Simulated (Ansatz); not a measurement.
A run for Ansatz (an electronic-structure program): R-wB97M-V/def2-TZVPP on MgH-, 2S+1 = 1, a spin state set in the input, which need not be the lowest, a point of a bond scan (R = 1.904 Å). Charge -1.

Ansatz 0.2 input:
```yaml
crystal:
  periodic: [false, false, false]
  atoms:
    - {symbol: H, position_ang: [0.00000000, 0.00000000, 0.00000000]}
    - {symbol: Mg, position_ang: [0.00000000, 0.00000000, 1.90408900]}
basis:
  gaussian:
    orbitals: def2-TZVPP
    pivot_positions_ang: [[0.00000000, 0.00000000, 0.00000000], [0.00000000, 0.00000000, 1.90408900]]
hamiltonian:
  xc: {name: wB97M-V}
total_charge: -1
output: {forces: true, orbitals: {seedname: ./end}}
```

The log:

```
WARN ansatz: RAYON_NUM_THREADS=1 ignored (pool sized by the plan → 1); use --threads N
Functional definition: wB97M-V
integrals: 0.02 GiB planned
347 factors; their error is unknown
integrals: 0.05 GiB planned
111 factors; integrals over basis functions are off by at most 1.6e-5 eV
mean field: 0.13 GiB planned
mean field evaluation 1: about -5458.9458 eV, gradient 7.3e0 eV
mean field evaluation 2: about -5459.1465 eV, gradient 3.0e0 eV
mean field evaluation 4: about -5459.1657 eV, gradient 1.2e-1 eV
mean field evaluation 8: about -5459.1773 eV, gradient 7.4e-3 eV
mean field -5459.17729996 eV, -200.6210654104 hartree, gradient 3.3e-5 eV, S^2 0.000000; 0 other end points of the search recorded, 0 dependent functions left out
the calculation of the forces begins
reference -5459.17733687 eV, -200.6210667665 hartree; 7, 7 occupied and 39, 39 virtual orbitals, 347 factors
Total energy: -5459.17733687 eV, -200.6210667665 hartree
Atom 0 at     0.000000     0.000000     0.000000 Å, force    -0.000000     0.000000    -0.052825 eV/Å
Atom 1 at     0.000000     0.000000     1.904089 Å, force     0.000000    -0.000000     0.052825 eV/Å
Dipole moment:     0.000000    -0.000000    -0.039025 e Å
```

Self-consistency was reached.

Cost: roughly 1.0 core-seconds.
